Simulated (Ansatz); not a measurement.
Ansatz (a program for electronic structure) input (CCSD(T,full)/cc-pwCVTZ):
A basis named .json is the Basis Set Exchange file of that set.

Ansatz 0.2 input:
```yaml
crystal:
  periodic: [false, false, false]
  atoms:
    - {symbol: B, position_ang: [0.17400691, -0.05076612, -0.13535658]}
    - {symbol: H, position_ang: [-0.03736132, -0.39695810, 1.04607708]}
    - {symbol: H, position_ang: [-0.83267324, 0.65078873, -0.36929415]}
basis:
  gaussian:
    orbitals: cc-pwCVTZ.json
total_charge: -1
magnetization: {spin_polarized: false}
correlation: {method: ccsd_t, frozen_orbitals: {B: 0, H: 0}}
```

Output:

```
Functional definition: HF
integrals: 0.04 GiB planned
403 factors; integrals over basis functions are off by at most 1.1e-3 eV
mean field: 0.09 GiB planned
mean field evaluation 1: about -698.8197 eV, gradient 1.2e1 eV
mean field evaluation 2: about -698.8195 eV, gradient 1.2e1 eV
mean field evaluation 4: about -699.6154 eV, gradient 1.2e0 eV
mean field evaluation 8: about -699.6321 eV, gradient 3.9e-3 eV
mean field evaluation 16: about -699.6332 eV, gradient 3.0e-1 eV
mean field evaluation 32: about -696.0758 eV, gradient 3.4e-1 eV
mean field -699.63209725 eV, -25.7110053461 hartree, gradient 2.4e-6 eV, S^2 0.000000; 0 other end points of the search recorded, 0 dependent functions left out; unrestricted orbitals would lower it
reference -699.63209725 eV, -25.7110053461 hartree; 4, 4 occupied and 67, 67 virtual orbitals, 403 factors
second order -4.39189793 eV of doubles, -0.00000000 eV of singles
coupled cluster: 0.12 GiB planned
cycle   1  -4.89206564 eV  change   -5.0e-1 eV  update   5.9e-2
cycle   2  -5.08426649 eV  change   -1.9e-1 eV  update   2.5e-2
cycle   3  -5.11120466 eV  change   -2.7e-2 eV  update   1.2e-2
cycle   4  -5.11364081 eV  change   -2.4e-3 eV  update   6.1e-3
cycle   5  -5.11445242 eV  change   -8.1e-4 eV  update   2.0e-3
cycle   6  -5.11477968 eV  change   -3.3e-4 eV  update   5.9e-4
cycle   7  -5.11485497 eV  change   -7.5e-5 eV  update   1.8e-4
cycle   8  -5.11481556 eV  change    3.9e-5 eV  update   5.5e-5
cycle   9  -5.11481665 eV  change   -1.1e-6 eV  update   1.9e-5
cycle  10  -5.11482104 eV  change   -4.4e-6 eV  update   5.3e-6
perturbative correction -0.13633884 eV, -0.0050103599 hartree
Total energy: -704.88325712 eV, -25.9039819122 hartree
```
